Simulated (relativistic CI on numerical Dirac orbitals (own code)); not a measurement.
**Electric-dipole transitions in Hg31+**

These numbers are calculated, not measured: Dirac-Coulomb-Breit CI, orbitals from a KLI potential per configuration, QED by a radiative potential, unscaled Slater integrals (own radial code, finite nucleus).

Configuration list (outside the closed core [Ar] 3d10): 4s²4p⁶4d¹⁰4f³, 4s²4p⁶4d⁹4f⁴, 4s²4p⁶4d¹⁰4f²5s, 4s²4p⁶4d¹⁰4f²5p, 4s²4p⁶4d¹⁰4f5s², 4s²4p⁵4d¹⁰4f⁴, 4s²4p⁶4d¹⁰4f5s5p, 4s²4p⁶4d¹⁰4f²5d, 4s²4p⁶4d¹⁰4f5p², 4s4p⁶4d¹⁰4f⁴, 4s²4p⁶4d¹⁰4f5s5d, 4s²4p⁶4d⁹4f³5s, 4s²4p⁴4d¹⁰4f⁵, 4s²4p⁶4d⁹4f²5s², 4s²4p⁶4d¹⁰4f²5f, 4s²4p⁶4d¹⁰4f5p5d, 4s²4p⁶4d⁹4f³5p, 4s²4p⁶4d¹⁰4f²6s, 4s²4p⁶4d¹⁰4f5d², 4s²4p⁶4d¹⁰4f²5g, 4s²4p⁶4d¹⁰4f²6p, 4p⁶4d¹⁰4f⁵, 4s²4p⁶4d¹⁰4f²6d, 4s²4p⁵4d¹⁰4f²5s², 4s²4p⁵4d¹⁰4f³5s, 4s²4p⁶4d¹⁰4f²7s, 4s²4p⁶4d¹⁰4f²6g, 4s4p⁶4d¹⁰4f²5s², 4p⁶4d¹⁰4f⁴5s. Levels of other configurations are missing.

```csv
λ vac (nm),Lower,Upper,A (s⁻¹),E lower (cm⁻¹),E upper (cm⁻¹)
4.8481,4s²4p⁶4d¹⁰4f³ ⁴I°9/2 [1],4s²4p⁶4d⁹4f⁴ ²H11/2 [316],2.39e+10,0,2062683
4.8576,4s²4p⁶4d¹⁰4f³ ⁴I°9/2 [1],4s²4p⁶4d⁹4f⁴ ²H11/2 [306],3.55e+10,0,2058643
4.8702,4s²4p⁶4d¹⁰4f³ ⁴I°9/2 [1],4s²4p⁶4d⁹4f⁴ ⁴I11/2 [292],8.82e+10,0,2053303
4.8813,4s²4p⁶4d¹⁰4f³ ⁴I°11/2 [2],4s²4p⁶4d⁹4f⁴ ²I13/2 [372],1.79e+10,37308,2085943
4.9170,4s²4p⁶4d¹⁰4f³ ⁴I°11/2 [2],4s²4p⁶4d⁹4f⁴ ²I13/2 [335],1.09e+11,37308,2071088
4.9243,4s²4p⁶4d¹⁰4f³ ⁴I°13/2 [4],4s²4p⁶4d⁹4f⁴ ⁴K15/2 [394],5.27e+10,64943,2095674
4.9374,4s²4p⁶4d¹⁰4f³ ⁴I°13/2 [4],4s²4p⁶4d⁹4f⁴ ⁴I15/2 [378],2.61e+10,64943,2090307
4.9542,4s²4p⁶4d¹⁰4f³ ⁴I°9/2 [1],4s²4p⁶4d⁹4f⁴ ⁴H9/2 [218],5.76e+10,0,2018478
4.9544,4s²4p⁶4d¹⁰4f³ ⁴I°13/2 [4],4s²4p⁶4d⁹4f⁴ ²K15/2 [365],1.87e+10,64943,2083332
4.9603,4s²4p⁶4d¹⁰4f³ ⁴I°11/2 [2],4s²4p⁶4d⁹4f⁴ ⁴I11/2 [292],3.70e+10,37308,2053303
4.9651,4s²4p⁶4d¹⁰4f³ ⁴I°13/2 [4],4s²4p⁶4d⁹4f⁴ ⁴H11/2 [358],2.57e+10,64943,2079021
4.9662,4s²4p⁶4d¹⁰4f³ ⁴I°13/2 [4],4s²4p⁶4d⁹4f⁴ ²I13/2 [355],4.15e+10,64943,2078545
4.9668,4s²4p⁶4d¹⁰4f³ ²G°9/2 [5],4s²4p⁶4d⁹4f⁴ ⁴G9/2 [356],3.25e+10,65576,2078942
4.9790,4s²4p⁶4d¹⁰4f³ ⁴I°15/2 [10],4s²4p⁶4d⁹4f⁴ ⁴I15/2 [389],6.34e+10,86325,2094775
4.9847,4s²4p⁶4d¹⁰4f³ ⁴I°13/2 [4],4s²4p⁶4d⁹4f⁴ ²I13/2 [335],4.13e+10,64943,2071088
4.9866,4s²4p⁶4d¹⁰4f³ ⁴I°9/2 [1],4s²4p⁶4d⁹4f⁴ ⁴G7/2 [193],3.09e+10,0,2005391
4.9869,4s²4p⁶4d¹⁰4f³ ⁴I°11/2 [2],4s²4p⁶4d⁹4f⁴ ⁴H11/2 [270],1.53e+10,37308,2042569
4.9891,4s²4p⁶4d¹⁰4f³ ⁴I°11/2 [2],4s²4p⁶4d⁹4f⁴ ⁴H11/2 [266],1.57e+10,37308,2041693
4.9939,4s²4p⁶4d¹⁰4f³ ⁴I°13/2 [4],4s²4p⁶4d⁹4f⁴ ²K15/2 [330],3.03e+10,64943,2067376
4.9955,4s²4p⁶4d¹⁰4f³ ⁴I°11/2 [2],4s²4p⁶4d⁹4f⁴ ⁴H13/2 [260],3.17e+10,37308,2039129
5.0457,4s²4p⁶4d¹⁰4f³ ⁴I°11/2 [2],4s²4p⁶4d⁹4f⁴ ⁴H13/2 [221],1.57e+10,37308,2019184
5.0555,4s²4p⁶4d¹⁰4f³ ⁴I°9/2 [1],4s²4p⁶4d⁹4f⁴ ⁴I9/2 [149],2.07e+10,0,1978060
5.0619,4s²4p⁶4d¹⁰4f³ ²K°13/2 [12],4s²4p⁶4d⁹4f⁴ ²K15/2 [365],4.96e+10,107779,2083332
5.0742,4s²4p⁶4d¹⁰4f³ ⁴I°13/2 [4],4s²4p⁶4d⁹4f⁴ ²K15/2 [254],1.65e+10,64943,2035687
5.0878,4s²4p⁶4d¹⁰4f³ ²L°15/2 [20],4s²4p⁶4d⁹4f⁴ ²L17/2 [385],4.04e+10,126713,2092213
22.784,4s²4p⁶4d¹⁰4f²5s ⁴H7/2 [42],4s²4p⁶4d¹⁰4f²5p ²G°7/2 [223],6.37e+09,1580391,2019292
22.888,4s²4p⁶4d¹⁰4f²5s ⁴H13/2 [52],4s²4p⁶4d¹⁰4f²5p ²I°13/2 [396],9.25e+09,1659494,2096403
22.979,4s²4p⁶4d¹⁰4f²5s ⁴H13/2 [52],4s²4p⁶4d¹⁰4f²5p ⁴G°11/2 [388],1.43e+10,1659494,2094672
22.995,4s²4p⁶4d¹⁰4f²5s ⁴F7/2 [48],4s²4p⁶4d¹⁰4f²5p ⁴F°5/2 [349],1.04e+10,1641074,2075954
23.100,4s²4p⁶4d¹⁰4f²5s ⁴F9/2 [49],4s²4p⁶4d¹⁰4f²5p ²H°9/2 [350],8.40e+09,1643727,2076635
23.129,4s²4p⁶4d¹⁰4f²5s ⁴F3/2 [44],4s²4p⁶4d¹⁰4f²5p ⁴G°5/2 [258],1.15e+10,1605185,2037535
23.138,4s²4p⁶4d¹⁰4f²5s ⁴H9/2 [43],4s²4p⁶4d¹⁰4f²5p ²G°7/2 [223],1.42e+10,1587110,2019292
23.144,4s²4p⁶4d¹⁰4f²5s ⁴H11/2 [46],4s²4p⁶4d¹⁰4f²5p ⁴H°9/2 [311],1.31e+10,1627827,2059908
23.157,4s²4p⁶4d¹⁰4f²5s ⁴H11/2 [46],4s²4p⁶4d¹⁰4f²5p ⁴I°11/2 [310],8.68e+09,1627827,2059658
23.166,4s²4p⁶4d¹⁰4f²5s ⁴F5/2 [45],4s²4p⁶4d¹⁰4f²5p ²D°3/2 [269],1.62e+10,1610797,2042473
23.208,4s²4p⁶4d¹⁰4f²5s ⁴F7/2 [48],4s²4p⁶4d¹⁰4f²5p ⁴G°7/2 [337],6.56e+09,1641074,2071967
23.325,4s²4p⁶4d¹⁰4f²5s ⁴H7/2 [42],4s²4p⁶4d¹⁰4f²5p ⁴I°9/2 [201],1.17e+10,1580391,2009124
23.328,4s²4p⁶4d¹⁰4f²5s ⁴H9/2 [47],4s²4p⁶4d¹⁰4f²5p ⁴H°9/2 [311],6.15e+09,1631231,2059908
23.341,4s²4p⁶4d¹⁰4f²5s ⁴H9/2 [47],4s²4p⁶4d¹⁰4f²5p ⁴I°11/2 [310],1.07e+10,1631231,2059658
23.351,4s²4p⁶4d¹⁰4f²5s ⁴F9/2 [49],4s²4p⁶4d¹⁰4f²5p ⁴G°7/2 [337],8.27e+09,1643727,2071967
23.412,4s²4p⁶4d¹⁰4f²5s ²F7/2 [51],4s²4p⁶4d¹⁰4f²5p ²H°9/2 [350],6.96e+09,1649508,2076635
23.434,4s²4p⁶4d¹⁰4f²5s ⁴F5/2 [45],4s²4p⁶4d¹⁰4f²5p ⁴G°5/2 [258],8.67e+09,1610797,2037535
23.449,4s²4p⁶4d¹⁰4f²5s ²H11/2 [53],4s²4p⁶4d¹⁰4f²5p ²I°13/2 [396],1.11e+10,1669943,2096403
23.544,4s²4p⁶4d¹⁰4f²5s ²H11/2 [53],4s²4p⁶4d¹⁰4f²5p ⁴G°11/2 [388],6.14e+09,1669943,2094672
23.696,4s²4p⁶4d¹⁰4f²5s ⁴H9/2 [43],4s²4p⁶4d¹⁰4f²5p ⁴I°9/2 [201],8.00e+09,1587110,2009124
```

Terms are leading LS components. Brackets give the number of a level in order of energy, since labels repeat. The list gives strong lines, with weight on those to low levels, without lines whose two gauges differ by over a factor of 2.5, among the lowest 400 of 9933 levels, so that lines to higher ones, which can be the strongest, are missing. Levels whose partners in the same complex of configurations lie outside the list can be far off, and so can their lines. Rates are taken at the computed energies, electric ones in the length gauge.

At this charge energies of transitions that change n are usually good to better than 1 %, and those within a shell (Δn = 0) to a few per cent. Terms inside the open d or f shell come out 10 to 20 % too wide with unscaled integrals.

LS names give the leading component of a level, which can be under half, so a name can repeat, a term be missing and a line seem to break the LS rules.
